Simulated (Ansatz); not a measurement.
`C[N](C)[In]([Cl])[Cl]` + `[OH]`• → `[CH2][N](C)[In]([Cl])[Cl]`• + H₂O  (hydrogen abstraction from a C–H bond)

Gas-phase electronic energies from Ansatz, PBE0-D4/def2-TZVP geometries. CCSD(T)/CBS is the MP2 limit (def2-TZVPP, def2-QZVPP) plus CCSD(T) − MP2 in def2-TZVPP, frozen cores. This one scheme is used for every species. DFT in def2-TZVPP. No spin–orbit coupling; open shells (•) take unrestricted orbitals. def2 core potentials past Kr. For In outer-core shells are correlated without core-valence functions, which leaves a few kJ/mol of doubt a bond. One conformer a species, not always the lowest.

`C[N](C)[In]([Cl])[Cl]`:

Z-matrix (Å, degrees):
```
C
N 1 1.441
H 1 1.100 2 111.4
H 1 1.092 2 111.2 3 -120.1
H 1 1.100 2 111.3 3 119.8
C 2 1.441 1 114.2 3 -59.9
In 2 1.984 1 122.9 3 119.7
H 6 1.100 2 111.4 1 59.9
H 6 1.092 2 111.2 1 -180.0
H 6 1.100 2 111.3 1 -59.9
Cl 7 2.308 2 120.4 1 0.3
Cl 7 2.308 2 120.4 1 -179.9
```

`[OH]`•:

Cartesian coordinates in Å:
```
O 0.133 -0.460 0.086
H -0.133 0.460 -0.086
```

`[CH2][N](C)[In]([Cl])[Cl]`•:

Z-matrix (Å, degrees):
```
C
N 1 1.445
H 1 1.092 2 108.4
H 1 1.092 2 109.1 3 116.8
H 1 1.094 2 112.0 3 -121.8
In 2 2.359 1 118.0 3 -53.2
C 2 1.261 1 120.8 3 122.7
Cl 6 2.387 2 92.8 1 50.3
Cl 6 2.392 2 94.0 1 166.9
H 7 1.093 2 121.5 1 0.7
H 7 1.088 2 119.0 1 -178.6
```

H₂O:

Z-matrix (Å, degrees):
```
O
H 1 0.960
H 1 0.960 2 105.1
```

```tsv
level	ΔE (kJ/mol)
PBE-D4	-231.0
CAM-B3LYP-D4	-213.5
PBE-QIDH	-199.8
HF/def2-SVP	-156.7
SCS-MP2/def2-TZVPP	-213.8
HF/def2-QZVPP	-155.8
HF/CBS(def2)	-155.8
MP2/CBS(def2)	-230.9
```

(1) What does CCSD(T)/CBS give? (An estimate is asked.)

Largest T1 diagnostic among the species: 0.015.

## Answers

(1) Computed: -217.0 kJ/mol. The listed levels differ from it by -14.0, 3.5, 17.2, 60.3, 3.2, 61.2, 61.2, -13.9 kJ/mol.

Leaving LDA and LC-ωPBE aside and taking each functional with its dispersion term where it has one, the values, not all of them listed here, spread over 43.9 kJ/mol, from BLYP-D4 to BHLYP-D4. LDA lies −25.8 kJ/mol from PBE without D4. At CCSD(T), def2-SVP lies +11.9 kJ/mol from the extrapolated value and def2-TZVPP +8.3 kJ/mol. In def2-TZVPP, CCSD(T) changes the Hartree–Fock value by −53.0 kJ/mol (the triples alone add −5.8 kJ/mol) and MP2 by −66.9 kJ/mol.
